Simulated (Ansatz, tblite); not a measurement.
Isomers of NaLi₆⁺ (singlet), found by a short tight-binding search and relaxed with PBE/def2-TZVP in Ansatz.

The xTB rows come from tblite. HSE06 is defined as in plane-wave codes, on full-range PBE exchange. Correlated methods freeze 1 core orbital; core or outer-core shells of Li, Na are correlated, in sets that lack core-valence functions.

Run but left out: HF/def2-TZVPP (A: restricted singlet, unstable towards broken spin symmetry).

A: The restricted singlet is unstable towards broken spin symmetry in Hartree–Fock (as tested in another run); at PBE/def2-TZVP, revPBE/def2-TZVP, r2SCAN/def2-TZVP, PBE0/def2-TZVP and others this wasn't settled. At CCSD(T)/def2-TZVPP the restricted singlet (for correlated methods, its reference) is unstable: a solution with broken spin symmetry lies lower. B: The restricted singlet is unstable towards broken spin symmetry in Hartree–Fock (as tested in another run); at PBE/def2-TZVP, revPBE/def2-TZVP, r2SCAN/def2-TZVP, PBE0/def2-TZVP and others this wasn't settled. At CCSD(T)/def2-TZVPP the restricted singlet (for correlated methods, its reference) is unstable: a solution with broken spin symmetry lies lower.

Other spin states weren't relaxed.

A:

```xyz
7

Li    0.093    1.695   -2.140
Li    1.053   -0.383    2.526
Li    1.763    2.062    0.531
Li    0.963   -0.678   -0.488
Li   -0.934    0.691    0.516
Li   -1.057   -2.269    1.096
Na   -1.881   -1.118   -2.041
```

B:

```xyz
7

Li   -2.5078    1.3765    1.4166
Li    0.1498    0.0364    2.0908
Li    0.0480    1.0476   -0.4832
Li   -1.7670   -1.0606   -0.3034
Li    2.8643    0.9510    1.0402
Li    1.5194   -1.3204   -0.5335
Na   -0.3066   -1.0305   -3.2274
```

Estimate which lies lowest at each level, and how far above it the others are (eV).


```json
{"level": "GFN1-xTB", "A": "0.00", "B": "0.10"}
{"level": "GFN2-xTB", "A": "0.13", "B": "0.00"}
{"level": "PBE/def2-TZVP", "A": "0.00", "B": "0.25"}
{"level": "revPBE/def2-TZVP", "A": "0.00", "B": "0.23"}
{"level": "r2SCAN/def2-TZVP", "A": "0.00", "B": "0.26"}
{"level": "PBE0/def2-TZVP", "A": "0.00", "B": "0.25"}
{"level": "HSE06/def2-TZVP", "A": "0.00", "B": "0.24"}
{"level": "MP2/def2-TZVPP", "A": "0.00", "B": "0.26"}
{"level": "CCSD/def2-TZVPP", "A": "0.00", "B": "0.18"}
{"level": "CCSD(T)/def2-TZVPP", "A": "0.00", "B": "0.21"}
```
Point groups (tolerance 0.1 Å): A C2v, B Cs. Lower isomers may exist.
